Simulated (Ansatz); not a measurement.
A search over several starts for the lowest SCF solution of Ru2Pt at the given spin, in a small basis.

```yaml
crystal:
  periodic: [false, false, false]
  atoms:
    - {symbol: Pt, position_ang: [0.974804, -0.821944, 0.824738]}
    - {symbol: Ru, position_ang: [-1.276038, -0.023533, 0.086410]}
    - {symbol: Ru, position_ang: [0.301234, 0.845488, -0.911147]}
basis:
  gaussian: {orbitals: def2-SVP}
magnetization: {spin_polarized: true, initial_magnetization: 0}
hamiltonian: {xc: pbe0, dispersion: d4}
output: {orbitals: {seedname: orbitals}}
```

```sh
$ ansatz run in.yaml --threads 4 --pin off --events-out ev --progress --plain --max-ram 3916MiB
```

Shortened log:

```
Functional definition: PBE0
990 factors; integrals over basis functions are off by at most 4.4e-4 eV
mean field evaluation 1: about -8398.3437 eV, gradient 4.1e1 eV
mean field evaluation 2: about -8209.1031 eV, gradient 2.0e2 eV
mean field evaluation 4: about -8382.8138 eV, gradient 7.4e1 eV
mean field evaluation 8: about -8406.0199 eV, gradient 3.2e-2 eV
mean field evaluation 16: about -8406.2525 eV, gradient 6.5e-1 eV
mean field evaluation 32: about -8406.7108 eV, gradient 8.9e-2 eV
mean field evaluation 64: about -8406.8334 eV, gradient 8.9e-5 eV
mean field evaluation 96: about -8406.8334 eV, gradient 6.3e-5 eV
mean field evaluation 128: about -8377.4389 eV, gradient 1.3e2 eV
mean field evaluation 160: about -8354.3203 eV, gradient 7.7e1 eV
mean field evaluation 192: about -8374.3298 eV, gradient 1.2e2 eV
mean field evaluation 224: about -8381.0462 eV, gradient 1.1e2 eV
mean field evaluation 256: about -8384.5488 eV, gradient 1.5e2 eV
mean field evaluation 288: about -8363.0574 eV, gradient 9.4e1 eV
mean field evaluation 320: about -8406.2420 eV, gradient 1.5e0 eV
mean field evaluation 352: about -8406.4613 eV, gradient 1.3e-1 eV
mean field evaluation 384: about -8406.4293 eV, gradient 6.0e-1 eV
mean field evaluation 416: about -8405.2515 eV, gradient 3.7e0 eV
mean field evaluation 448: about -8406.8145 eV, gradient 1.8e0 eV
mean field evaluation 480: about -8406.4641 eV, gradient 6.3e-3 eV
mean field evaluation 512: about -8406.7033 eV, gradient 2.2e-1 eV
mean field evaluation 544: about -8406.7944 eV, gradient 2.4e-6 eV
mean field evaluation 576: about -8406.7998 eV, gradient 1.7e-2 eV
mean field evaluation 608: about -8406.7920 eV, gradient 5.6e-2 eV
mean field evaluation 640: about -8406.7931 eV, gradient 7.2e-2 eV
mean field evaluation 672: about -8406.6330 eV, gradient 2.0e-1 eV
mean field evaluation 704: about -8406.8027 eV, gradient 2.9e-1 eV
mean field evaluation 736: about -8406.8305 eV, gradient 1.2e-1 eV
mean field evaluation 768: about -8406.8019 eV, gradient 2.0e-1 eV
mean field evaluation 800: about -8406.8321 eV, gradient 9.0e-2 eV
mean field evaluation 832: about -8406.8191 eV, gradient 6.1e-1 eV
mean field -8406.83341540 eV, -308.9454296597 hartree, gradient 9.7e-6 eV, S^2 2.041245; 23 other end points of the search recorded, 0 dependent functions left out
reference -8406.83344400 eV, -308.9454307107 hartree; 25, 25 occupied and 69, 69 virtual orbitals, 990 factors
Total energy: -8406.95225181 eV, -308.9497968170 hartree
```

Run time 2.2 min (4 threads of Arm Neoverse V2 on a shared host).

Other converged states that the search met: 0.03 eV higher (⟨S²⟩ = 2.09), 0.04 eV higher (⟨S²⟩ = 1.89), 0.66 eV higher (⟨S²⟩ = 0.00).

In the def2 sets Pt, Ru take a core potential; there is no spin–orbit coupling. The unrestricted singlet has broken spin symmetry (⟨S²⟩ up to 2.04). At PBE0-D4/def2-TZVP a quintet of charge 0 lies 0.86 eV below the unrestricted singlet, which stands at the restricted singlet's geometry. The structure comes from a short search, and lower isomers may exist.
